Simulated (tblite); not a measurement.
Species: C6H10O2SSi.
Z-matrix (Å and degrees, GFN2-xTB geometry), rows numbered from 1:
```
C 
C   1  1.3177
C   2  1.4990  1  133.60
C   3  1.5304  2   95.40  1   179.03
C   4  1.5059  3  115.43  2   113.03
O   5  1.2027  4  124.09  3    -6.45
O   5  1.3176  4  112.49  3   175.10
Si  7  1.6742  5  121.43  4   174.99
C   8  1.8896  7  101.27  5  -178.18
S   2  1.7741  1  130.26  3   179.50
H   1  1.0765  2  120.65  3     0.18
H   1  1.0747  2  121.80  3   180.00
H   3  1.0903  2  113.77  1    59.91
H   3  1.0924  2  112.82  1   -65.03
H   4  1.0898  3  116.83  2  -113.94
H   8  1.4596  7  108.19  5   -58.81
H   8  1.4609  7  107.82  5    62.74
H   9  1.0841  8  110.03  7  -179.82
H   9  1.0863  8  111.87  7   -60.05
H   9  1.0862  8  111.58  7    60.54
```

Computed values, GFN2-xTB/tblite, gas phase, harmonic and unscaled. The method is semi-empirical: single wavenumbers can be off by several per cent or more. Modes of hydrogen on silicon can be 10 to 20 % off. One conformer, not necessarily the lowest.

Harmonic wavenumbers (cm⁻¹): 25.9, 37.9, 56.2, 76.3, 87.6, 117.3, 159.7, 184.8, 249.1, 285.1, 355.0, 389.5, 475.3, 554.4, 599.7, 627.6, 656.2, 672.5, 683.8, 690.9, 759.5, 772.3, 782.7, 792.5, 821.9, 849.4, 851.1, 891.4, 924.3, 990.6, 1047.3, 1094.8, 1113.7, 1135.6, 1177.9, 1242.3, 1285.8, 1371.2, 1380.8, 1437.3, 1474.3, 1481.1, 1724.0, 1755.8, 2277.3, 2298.2, 2972.7, 2981.6, 2991.1, 3038.1, 3040.0, 3067.2, 3107.4, 3146.5.

A = 2694, B = 468.4, C = 430.7 MHz; mass 174.017 u (most abundant isotopes); point group C1, symmetry number 1.

Task: Zero-point energy?

Result: Half the sum of the wavenumbers: 31531 cm⁻¹ = 90.15 kcal/mol.

Task: What is S at 500 K and 1 bar for an ideal gas of classical rigid rotors and harmonic oscillators?

Result: Translation 43.96, rotation 32.30, vibration 67.57: S = 143.8 cal/(mol K).

Task: And Cp and H(500 K) − H(0)?

Result: Cp = 65.73 cal/(mol K), of which vibrations give 57.78 (their classical limit is 54 R = 107.3); H(500 K) − H(0) = 19.90 kcal/mol without the zero-point energy, 15.92 from vibrations.

Task: Blend soft modes into free rotors: weight 1/[1 + (100 cm⁻¹/ν̃)⁴] for the oscillator and the rest for a rotor with moment μB/(μ + B), μ = h/(8π²ν), B = 10⁻⁴⁴ kg m². What vibrational entropy results?

Result: 59.36 cal/(mol K) in place of 67.57, which changes −T·S at 500 K by +4.11 kcal/mol.

Task: What must be added to the electronic energy to get the Gibbs energy at 500 K and 1 bar?

Result: ZPE + [H(500 K) − H(0)] − T·S = 90.15 + 19.90 − 71.92 = 38.13 kcal/mol.

Hindered rotation and anharmonicity are outside this model. Other conformers, if any are populated, would add a mixing term that is left out. The structure is chiral; the term R ln 2 for an equal mix with its mirror image is left out.
